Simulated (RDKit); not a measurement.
A run for RDKit: UFF on HF (SMILES F).

```python
from rdkit import Chem
from rdkit.Chem import AllChem, rdDetermineBonds

blocks = [
'''2

F    -0.32197108    1.22989124    0.10261259
H    -0.03851373    0.65189799    0.78659770
''',
]
mol = None
for b in blocks:
    f = Chem.MolFromXYZBlock(b)
    rdDetermineBonds.DetermineBonds(f, charge=0)
    mol = f if mol is None else Chem.CombineMols(mol, f)
Chem.SanitizeMol(mol)
print(Chem.MolToSmiles(Chem.RemoveHs(mol)))
ff = AllChem.UFFGetMoleculeForceField(mol, vdwThresh=100.0, ignoreInterfragInteractions=False)
e = ff.CalcEnergy()
print(f'UFF energy {e:.6f} kcal/mol')
```

Program output:

```
F
UFF energy 0.915762 kcal/mol
```

The run finished.

Cost: roughly 0.03 core-seconds.
